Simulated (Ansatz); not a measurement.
Born–Oppenheimer molecular dynamics of Cl4H2Sn (7 atoms, charge 0, multiplicity 1). It starts at the highest image of a converged band, a first-order saddle point between two minima.

Computed with RKS B3LYP-D4/def2-SVP in Ansatz.

* ensemble: NVE (velocity Verlet)
* time step: 0.5 fs
* steps asked: 200
* starting velocities drawn for: 100 K
* seed: 5229

First frame:

```xyz
7
Properties=species:S:1:pos:R:3
Sn -0.307 0.000 -0.082
H -0.009 0.000 1.853
Cl 2.050 0.000 -0.290
Cl -0.921 1.998 -1.131
Cl -0.921 -1.998 -1.131
Cl -2.518 0.000 1.428
H -0.980 0.000 1.982
```

Question: How far do the bonds stretch over the last three quarters of this one trajectory? (Pairs bonded in most of those frames.)

Answer: 
```tsv
bond	mean (Å)	spread (Å)	shortest	longest
Sn1–Cl3	2.342	0.044	2.27	2.39
Sn1–Cl4	2.341	0.002	2.34	2.34
Sn1–Cl5	2.342	0.010	2.32	2.36
Sn1–Cl6	2.371	0.166	2.14	2.66
H2–H7	0.763	0.019	0.74	0.79
```

Mean temperature of the second half: 2144 K. The conserved energy stayed within 0.07 meV per atom of its start (net change -0.036 meV per atom), so the integration is sound. The kinetic energy rose, since the run started high on the potential surface and went downhill. It ends in pieces (Cl4Sn + H2), so much of that is their flight and rotation, not heat. A run of 0.1 ps of so small a system gives no equilibrium averages. The orbitals stay closed-shell, which can raise the energy where a bond breaks towards radicals; this wasn't checked here.

Time of the run: 6.5 min on 4 threads of Arm Neoverse V1, on a shared host, peak memory 0.3 GiB.
